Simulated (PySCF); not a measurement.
Cl3H3OSi2, SMILES Cl[SiH2]O[SiH](Cl)Cl.

Geometry optimised at B3LYP-D3(BJ)/def2-SVP. The structure was generated by enumeration, and PubChem lists no compound with its InChIKey, so it may never have been made. The values are those of a single conformer.

All values below come from PBE/def2-TZVP run with PySCF.

Isolated molecule, no solvent.

Computed frontier levels, gap, dipole moment and polarisability:
| Item | Value |
|---|---|
| highest occupied level | -7.72 eV |
| lowest empty level | -0.99 eV |
| orbital gap | 6.73 eV |
| dipole moment | 0.89 D |
| quadrupole, principal values (traceless, Buckingham form, about the centre of nuclear charge) | -5.77, -0.11, 5.89 D·Å |
| mean static polarisability | 86.3 bohr³ (12.78 Å³) |
| polarisability, principal values | 73.0, 84.1, 101.7 bohr³ |
